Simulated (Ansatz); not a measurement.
Basis-set extrapolation for C$_{3}$H$_{10}$BNSi, SMILES `BN(C=C)[SiH2]C` (PBE0-D4/def2-TZVP geometry, frozen core, the Gaussian-basis code of Ansatz). Multiplicity 1, RHF reference.

|  | def2-TZVPP | def2-QZVPP |
| --- | --- | --- |
| HF | -487.617932 | -487.636570 |
| MP2 correlation | -0.939474 | -1.001185 |
| CCSD(T) correlation | -1.043690 | not run |

Energies in hartree. Use E(X) = E(∞) + A·exp(−7.88·√X) for Hartree–Fock and E(X) = E(∞) + B·X^(−2.97) for correlation, with X = 3 and 4, and add CCSD(T) minus MP2 of the smaller set to the MP2 limit.

Question: What is the CCSD(T) energy at the basis-set limit?

Answer: HF limit: -487.636570 + (-0.018638) × 0.13774 = -487.63914. MP2 limit: -1.001185 + (-0.061711) × 0.74074 = -1.04690. Higher-order term: -1.043690 − (-0.939474) = -0.10422. Total: -488.79026 hartree, 3.50 eV below CCSD(T)/def2-TZVPP.
